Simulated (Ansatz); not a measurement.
`[CH3][In]([OH])[Br]` + H₂O → `[CH3][In]([OH])[OH]` + HBr  (formal hydrolysis of the In–Br bond)

Computed with Ansatz on PBE0-D4/def2-TZVP structures; ΔE is electronic, products minus reactants. CCSD(T)/CBS is the MP2 limit (def2-TZVPP, def2-QZVPP) plus CCSD(T) − MP2 in def2-TZVPP, frozen cores. This one scheme is used for every species. Functionals use def2-TZVPP. HSE06 is defined as in plane-wave codes. Elements past krypton have def2 core potentials. For Br, In outer-core shells are correlated without core-valence functions, which leaves a few kJ/mol of doubt a bond. Scalar relativity is left out up to krypton. One conformer a species, not always the lowest.

Q: Is it downhill or uphill in electronic energy at CCSD(T)/CBS, and by how much? (Best estimate.)

A: Ansatz gave: Uphill: ΔE = +1.19 eV.

Q: What do these levels give: LDA (SPW92), r2SCAN-D4, r2SCANh-D4, r2SCAN, r2SCAN0, HSE06, CAM-B3LYP, MP2/def2-SVP, CCSD(T)/def2-SVP, CCSD/def2-TZVPP, MP2/def2-QZVPP, CCSD/CBS(def2)? (Estimate.)

A: The calculation gave: LDA (SPW92) 1.12, r2SCAN-D4 1.19, r2SCANh-D4 1.23, r2SCAN 1.19, r2SCAN0 1.27, HSE06 1.25, CAM-B3LYP 1.13, MP2/def2-SVP 1.17, CCSD(T)/def2-SVP 1.15, CCSD/def2-TZVPP 1.18, MP2/def2-QZVPP 1.20, CCSD/CBS(def2) 1.22 eV.

Largest T1 diagnostic among the species: 0.016.

From PBE to PBE0 (25 % exact exchange), in def2-TZVPP and without D4, ΔE moves by +0.11 eV. Leaving LDA and LC-ωPBE aside and taking each functional with its dispersion term where it has one, the values, not all of them listed here, spread over 0.21 eV, from BLYP-D4 to BHLYP-D4.
